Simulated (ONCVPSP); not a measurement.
# Transferability test, ONCV potential for silicon

* Element: silicon (Si)
* Generator: ONCVPSP 4.0.1
* Type: optimised norm-conserving Vanderbilt (ONCV)
* Functional: PBE
* Relativity: scalar-relativistic
* Frozen core: [He]
* Valence charge: 12
* Reference configuration: 2s2 2p6 3s2 3p2
* Partial waves: 2s+3s: rc 0.85 bohr, ncon 3, nbas 8, qcut 15.2 1/bohr, 3 projectors, debl 2.1 Ha; 2p+3p: rc 0.90 bohr, ncon 4, nbas 9, qcut 12.7 1/bohr, 2 projectors; d scattering state at 0.34 Ha: rc 0.80 bohr, ncon 4, nbas 7, qcut 11.2 1/bohr, local
* Local potential: the d channel
* Core correction: polynomial model core, fcfact 0.25

Energies are relative to the spin-unpolarised reference configuration 2s2 2p6 3s2 3p2; without spin polarisation the order of configurations can differ from experiment.

(1) Give the all-electron excitation energy and the error of the potential for: 2s2 2p6 3s2 3p1; 2s2 2p6 3s2 3p0; 2s2 2p6 3s1 3p0; 2s2 2p6 3s1 3p2.

Levels in the configuration 2s2 2p6 3s2 3p0:

```tsv
level	all-electron (eV)	pseudo (eV)
2s	-160.804	-160.788
2p	-116.910	-116.839
3s	-28.536	-28.534
```

Results:

(1)

```tsv
valence configuration	charge	ΔE all-electron (eV)	error AE − PS (meV)
2s2 2p6 3s2 3p1	+1	7.740	+0.4
2s2 2p6 3s2 3p0	+2	23.733	+2.7
2s2 2p6 3s1 3p0	+3	57.704	+2.2
2s2 2p6 3s1 3p2	+1	15.171	-0.7
```
